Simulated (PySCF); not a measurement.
Start geometry of `C=CC(=C)C(=O)C(F)(F)F` from GFN2-xTB (Å):
```
atom  x, y, z in Å
C1     2.537   -0.363    0.027
C2     1.623    0.570    0.263
C3     0.168    0.451    0.145
C4    -0.601    1.519    0.425
C5    -0.428   -0.829   -0.274
O6     0.152   -1.846   -0.545
C7    -1.991   -0.866   -0.375
F8    -2.472    0.017   -1.266
F9    -2.401   -2.071   -0.762
F10   -2.591   -0.605    0.799
H11    2.290   -1.359   -0.291
H12    3.584   -0.142    0.153
H13    1.943    1.555    0.582
H14   -0.143    2.446    0.730
H15   -1.673    1.532    0.368
```

Problem. What comes out of this run: PySCF, PBE0-D3(BJ)/def2-SVP geometry optimisation, gas phase?

Solution. 
```
atom  x, y, z in Å
C1     2.5481   -0.4146    0.0599
C2     1.6322    0.5394    0.2704
C3     0.1699    0.4571    0.1546
C4    -0.5775    1.5505    0.4175
C5    -0.4813   -0.8218   -0.2422
O6     0.1057   -1.8529   -0.4424
C7    -2.0267   -0.8519   -0.4186
F8    -2.4250    0.0364   -1.3330
F9    -2.4150   -2.0488   -0.8094
F10   -2.6478   -0.5642    0.7300
H11    2.2784   -1.4265   -0.2399
H12    3.6072   -0.1797    0.1915
H13    1.9820    1.5343    0.5697
H14   -0.0927    2.4839    0.7157
H15   -1.6649    1.5627    0.3537
```

The energy falls by 0.065 eV over 10 energy and gradient evaluations, the largest force component goes from 0.0193 to 2.6e-04 Eh/bohr, and the atoms move by 0.040 Å rms after alignment. Among the bonds, C3–C5, C1–H11, C1–H12, C4–H14 and C4–H15 change most and about equally (+0.015 to +0.016 Å). Bonds longer at the end by more than 0.005 Å: 8 of 14; shorter: 4. Among the angles that change most is C3–C5–O6, from 127.2° to 124.5°. Rotational constants go from 2417, 971.1, 788.5 to 2415, 963.8, 783.8 MHz. The orientation of the end geometry is arbitrary; only internal coordinates are fixed.

The run used 165 basis functions and 74 SCF cycles in all.

Whether it is a minimum is left open (no frequencies). One conformer, not necessarily the lowest.
